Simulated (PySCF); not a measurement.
Ionisation energy of Pt²⁺ by level of theory

Pt²⁺ [Xe] 4f14 5d8 (3F) → Pt³⁺ [Xe] 4f14 5d7 (4F), as a difference of total energies. Calculation: PySCF 2.14, in def2-TZVPPD with the def2 core potential (60 electrons); scalar relativity through the core potential. Correlated levels: valence: 5s2 5p6 frozen. The calculations carry no spin-orbit coupling.

| method | ionisation energy (eV) |
| --- | --- |
| UHF | 29.182 |
| MP2 (valence) | 30.686 |
| SCS-MP2 (valence) | 30.706 |
| CCSD (valence) | 30.563 |
| CCSD(T) (valence) | 30.633 |

**Question.** How much does correlation contribute at CCSD(T) (valence)?

**Answer.** 30.633 − (29.182) = 1.451 eV, measured against UHF.

The reference lies between the lowest fine-structure levels, while these numbers refer to the centres of the terms.

Errors of the correlated levels include the incompleteness of this basis and the frozen core.

For comparison: 29 ± 1.6 eV (theoretical estimate listed by NIST; NIST Atomic Spectra Database, ionization energies).
